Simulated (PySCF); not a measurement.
C2H6N2OSi, SMILES N1=COC[Si@H]1N.

Geometry optimised at B3LYP-D3(BJ)/def2-SVP. The structure was generated by enumeration; whether it is a known compound was not checked. Other conformers were not sampled.

These are TDDFT-PBE/def2-SVPD in PySCF values and carry that method's errors.

Vertical excitations. The molecule is in vacuum.

| state | energy (eV) | λ (nm) | f | main pairs |
|---|---|---|---|---|
| S1 | 5.01 | 248 | 0.004 | HOMO→LUMO 98 % |
| S2 | 5.56 | 223 | 0.021 | HOMO−1→LUMO 62 %, HOMO−2→LUMO 35 % |
| S3 | 5.92 | 210 | 0.016 | HOMO→LUMO+1 88 % |
| S4 | 6.11 | 203 | 0.058 | HOMO−2→LUMO 43 %, HOMO−1→LUMO+1 18 %, HOMO−1→LUMO 16 %, HOMO→LUMO+1 9 % |
| S5 | 6.27 | 198 | 0.013 | HOMO→LUMO+2 87 % |
| S6 | 6.42 | 193 | 0.011 | HOMO−1→LUMO+1 53 %, HOMO→LUMO+3 18 %, HOMO−1→LUMO+2 11 % |
| S7 | 6.45 | 192 | 0.021 | HOMO→LUMO+3 71 % |
| S8 | 6.55 | 189 | 0.008 | HOMO−3→LUMO 91 % |
| S9 | 6.67 | 186 | 0.012 | HOMO−2→LUMO+1 70 %, HOMO−1→LUMO+2 25 % |
| S10 | 6.76 | 183 | 0.009 | HOMO−1→LUMO+2 36 %, HOMO−1→LUMO+3 31 %, HOMO−2→LUMO+1 11 %, HOMO−1→LUMO+1 5 % |
| T1 | 4.67 | 266 | 0 | HOMO→LUMO 95 % |
| T2 | 4.85 | 256 | 0 | HOMO−1→LUMO 84 % |
| T3 | 5.39 | 230 | 0 | HOMO−2→LUMO 83 % |
| T4 | 5.78 | 215 | 0 | HOMO→LUMO+1 96 % |
Triplets are in the Tamm–Dancoff approximation, which puts them higher than full response would, so one can lie above its singlet here.
